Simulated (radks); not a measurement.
The numbers below are computed, except where a source is named.
Valence configurations of Ar3+ (all share [Ne]). Level of theory: Dirac Kohn-Sham, LDA (Slater exchange, Perdew-Wang correlation), spin-unpolarised, spherical densities, finite nucleus; open shells fill j = l - 1/2 first; Fermi nuclear charge, rms radius 3.4274 fm (a radial shooting solver on a logarithmic mesh with Libxc functionals). Order these by energy: 3s0.5 3p4.5; 3s1.5 3p3.5; 3p5; 3s1 3p4; 3s2 3p3.

Answer. From the lowest, in eV above it: 3s2 3p3 0.000; 3s1.5 3p3.5 7.785; 3s1 3p4 15.581; 3s0.5 3p4.5 23.388; 3p5 31.205. NIST lists [Ne] 3s2 3p3 as the ground configuration; this level of theory agrees among the configurations tried. The energies are those of spherical spin-averaged densities, not of single terms.
